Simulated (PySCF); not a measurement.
Vertical excitations of a molecule C₃H₅O, multiplicity 2 from PySCF with TDA-PBE/def2-SVPD, as energy in eV (oscillator strength): 1.11 (0.000), 4.30 (0.012), 4.75 (0.000), 4.82 (0.000), 5.06 (0.000), 5.31 (0.000), 5.78 (0.006), 5.87 (0.035), 5.90 (0.030), 6.26 (0.007). Coordinates come from a PBE0-D3(BJ)/def2-SVP optimisation. Other conformers were not sampled.

Question: Which molecule gave these data?
A) [CH2]C(C)=O
B) [CH]=C(C)O
C) CC[C]=O

Answer: A, [CH2]C(C)=O
